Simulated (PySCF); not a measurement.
**Excitation energy of Gd by level of theory**

Gd [Xe] 4f7 5d1 6s2 (9D) → Gd [Xe] 4f7 5d2 6s1 (11F), as a difference of total energies. Computed with PySCF 2.14 in x2c-TZVPPall (11s7p7d4f2g, 113 functions), with the spin-free X2C one-electron Hamiltonian (Gaussian nucleus). Correlated levels: valence: [Kr] 4d10 frozen; valence and next inner shell: [Ar] 3d10 frozen. The calculations carry no spin-orbit coupling.

```tsv
method	excitation energy (cm⁻¹)
UHF	1753.2
LDA	4844.6
PBE	3762.9
PBE0	3399.1
r2SCAN	865.90
MP2 (valence)	5129.8
SCS-MP2 (valence)	7447.3
MP2 (valence and next inner shell)	5441.8
SCS-MP2 (valence and next inner shell)	7536.2
```

Question: How much does correlation contribute at MP2 (valence and next inner shell)?

Answer: 5441.8 − (1753.2) = 3688.6 cm⁻¹, measured against UHF.

Errors of the correlated levels include the incompleteness of this basis and the frozen core.

For comparison: 6624.1 cm⁻¹ (measured; NIST levels, between the centres of gravity of the two terms).
